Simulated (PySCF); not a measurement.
Be(SMe)(OSiH3) (CH6BeOSSi), SMILES [SiH3][O][Be][S]C.

Coordinates come from a PBE-D3(BJ)/def2-SVP optimisation. The structure was generated by enumeration; whether it is a known compound was not checked. The values are those of a single conformer.

Two levels are set side by side: PBE/def2-TZVP (PySCF) and B3LYP/def2-TZVP (PySCF). Same geometry, gas phase. Differences are taken from unrounded values.

```json
[
 {"quantity": "orbital gap (eV)", "B3LYP": "6.00"},
 {"quantity": "highest occupied level (eV)", "B3LYP": "-6.67"},
 {"quantity": "lowest empty level (eV)", "B3LYP": "-0.67"},
 {"quantity": "dipole moment (D)", "B3LYP": "1.40"},
 {"quantity": "mean polarisability (bohr³)", "B3LYP": "75.7"}
]
```

What does PBE give, and how far is it from B3LYP? (The exact figures need the calculation; the answer reports its results.)


```csv
quantity,PBE,PBE minus B3LYP
orbital gap (eV),4.53,-1.48
highest occupied level (eV),-5.74,0.94
lowest empty level (eV),-1.21,-0.54
dipole moment (D),1.40,0.00
mean polarisability (bohr³),78.9,3.1
```

Without exact exchange PBE keeps part of each electron's self-repulsion, which lifts occupied levels and narrows the gap. PBE's more diffuse valence density responds more strongly to a field. Differences between two approximate levels are no errors against the true value.

Rough cost on one machine, each run with all the roots and properties that it gave: B3LYP against PBE within a factor of 2.
